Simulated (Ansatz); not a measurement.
`C[B]OC` radical. The species carries charge 0 and has multiplicity 2. Geometry: relaxed with PBE0-D4/def2-TZVP. It is one conformer, not always the lowest.

```xyz
10

C     0.820    1.753    0.158
B    -0.169    0.586   -0.135
O     0.100   -0.694    0.111
C    -0.810   -1.747   -0.156
H     1.773    1.398    0.568
H     1.017    2.325   -0.753
H     0.372    2.457    0.866
H    -0.339   -2.447   -0.849
H    -1.028   -2.266    0.779
H    -1.736   -1.364   -0.590
```

(1) What is the dipole moment at B3LYP/def2-TZVPP? (Best estimate.)

(2) And with PBE, r2SCAN, ωB97M-V? (Estimate.)

(3) Give the Mulliken charges with B3LYP, r2SCAN, ωB97M-V in def2-TZVPP. (Estimate.)

Answers

(1) Ansatz gave: 0.99 D, with components (-0.26, -0.96, 0.00) D in this frame, pointing from negative to positive charge.

(2) Ansatz gave: PBE 0.99 D, r2SCAN 0.95 D, ωB97M-V 1.01 D.

(3) The calculation gave: 
| atom | B3LYP | r2SCAN | ωB97M-V |
| --- | --- | --- | --- |
| C1 | -0.28 | -0.21 | -0.32 |
| B2 | 0.00 | 0.03 | -0.02 |
| O3 | -0.24 | -0.25 | -0.22 |
| C4 | -0.07 | 0.06 | -0.12 |
| H5 | 0.09 | 0.06 | 0.11 |
| H6 | 0.10 | 0.07 | 0.11 |
| H7 | 0.10 | 0.07 | 0.11 |
| H8 | 0.11 | 0.07 | 0.12 |
| H9 | 0.11 | 0.07 | 0.12 |
| H10 | 0.08 | 0.04 | 0.09 |

B3LYP here is the variant with VWN-RPA as its local correlation; programs differ in this.
